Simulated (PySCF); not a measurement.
# Relaxation of doublet GeF₂⁺

These are results of UPBE0 in PySCF with Ge def2-TZVP, F def2-TZVP; no relativity; density-fitted integrals, not measurements. A (50,194) grid was used.

A hand-made bent start, of C2v symmetry, held to at least that symmetry:

```xyz
3
charge 1 multiplicity 2, angstrom
Ge    0.0000    0.0000   -0.3531
F     1.4851    0.0000    0.6868
F    -1.4851    0.0000    0.6868
```

Optimiser trace:
```csv
step,E − E(last) (kJ/mol),largest gradient (Eh/bohr)
0,48.25,0.07288
1,0.13,0.00314
2,0.04,0.00216
3,0.00,0.00006
```

It ends at C2v with Ge–F 1.677 Å (×2); F–Ge–F 117.1° (after a last refinement on a finer grid). A frequency run shows a minimum.

Final geometry:
Coordinates in bohr (charge 1 multiplicity 2):
```
Ge    0.0000    0.0000   -0.5650
F     2.7034    0.0000    1.0892
F    -2.7034    0.0000    1.0892
```

The relaxation took 6.6 s on 4 threads of a shared Arm Neoverse V1 host, with 110 basis functions and 4 gradients; the process peaked at 0.56 GiB. Launch command: `OMP_NUM_THREADS=4 python axn.py task.json out`.
